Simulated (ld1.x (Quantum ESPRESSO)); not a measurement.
# Te (Z = 52), TM: configuration errors across variants

```
Element                 : Te (Z = 52)
Generator               : ld1.x (Quantum ESPRESSO) 7.5
Type                    : norm-conserving Troullier–Martins (Kleinman–Bylander form)
Functional              : PBE
Relativity              : non-relativistic
Frozen core             : [Kr]
Valence charge          : 16
Reference configuration : 4d10 5s2 5p4
Partial waves           : 5p (bound): rc 2.40 bohr; 4d (bound): rc 1.35 bohr; 5s (bound): rc 1.75 bohr
Local potential         : the s channel
Core correction         : Bessel-smoothed model core inside 0.85 bohr
```

All-electron excitation energies from the reference (eV): (1) 4d10 5s2 5p3 9.774; (2) 4d10 5s2 5p2 27.683; (3) 4d10 5s2 5p1 54.480; (4) 4d10 5s2 5p4.3 -1.490; (5) 4d10 5s1 5p5 8.011; (6) 4d9 5s2 5p4 51.401; (7) 4d10 5s2 5p3.5 3.926.

Tests that are not counted but printed errors over 1 eV. “type ultrasoft; waves now 5s (bound): rcut 1.50, rcutus 1.75 bohr; 5s channel at -0.05 Ry: rcut 1.50, rcutus 1.75 bohr; 5p (bound): rcut 2.10, rcutus 2.40 bohr; 5p channel at 0.15 Ry: rcut 2.10, rcutus 2.40 bohr; 4d (bound): rcut 1.15, rcutus 1.35 bohr; 4d channel at -0.6 Ry: rcut 1.15, rcutus 1.35 bohr; local potential all-electron potential smoothed inside 1.05 bohr (lloc = -2); augmentation PSQ, radius 1.30 bohr”: 4d9 5s2 5p4 (solver errors, printed error -1696 eV); 4d10 5s2 5p2 (solver errors, printed error -4.2 eV); 1 more.

2 further variants failed, have other tests or another functional or relativity, and are left out.

A true bound ghost makes a file unfit for plane-wave use even where its test errors are small: the radial tests pick states by their node count and pass the ghost by. Where a test does run into it, the solver fails or the error is huge.

Errors AE − PS in meV (a dash: test not solved or not reliable):

```csv
change,(1),(2),(3),(4),(5),(6),(7),bound ghosts
base,+1.6,+7.1,+16,+0.1,-1.2,-476,+0.4,none
wave 5s (bound): rc 1.75 bohr becomes 5s (bound): rc 2.46 bohr,+2.5,+14,+40,+0.1,-9.0,-388,+0.5,none
core correction Bessel-smoothed model core inside 1.52 bohr,+1.5,+7.2,+16,+0.1,-1.2,-456,+0.4,none
"type ultrasoft; waves now 5s (bound): rcut 1.50, rcutus 1.75 bohr; 5s channel at -0.05 Ry: rcut 1.50, rcutus 1.75 bohr; 5p (bound): rcut 2.10, rcutus 2.40 bohr; 5p channel at 0.15 Ry: rcut 2.10, rcutus 2.40 bohr; 4d (bound): rcut 1.15, rcutus 1.35 bohr; 4d channel at -0.6 Ry: rcut 1.15, rcutus 1.35 bohr; local potential all-electron potential smoothed inside 1.05 bohr (lloc = -2); augmentation PSQ, radius 1.30 bohr",-0.2,–,–,0.0,+0.3,–,0.0,s
wave 5p (bound): rc 2.40 bohr becomes 5p (bound): rc 1.46 bohr,-1.4,-6.8,-16,-0.1,-7.8,-491,-0.3,p
"all radii but the core radius scaled by about 1.17 (s 2.06, p 2.82, d 1.58 bohr)",+0.9,-0.6,-20,+0.1,+4.4,-381,+0.3,none
wave 4d (bound): rc 1.35 bohr becomes 4d (bound): rc 2.04 bohr,+1.5,+6.9,+15,+0.1,-1.5,-185,+0.3,none
"all radii but the core radius scaled by about 0.78 (s 1.36, p 1.88, d 1.06 bohr)",+0.2,+4.7,+27,0.0,-13,+74,0.0,p
```

Task: Give the same row for: local potential all-electron potential smoothed inside 1.25 bohr (lloc = -2).

Result: +5.7, +24, +41, +0.3, +1.2, -50, +1.3; bound ghosts: s.
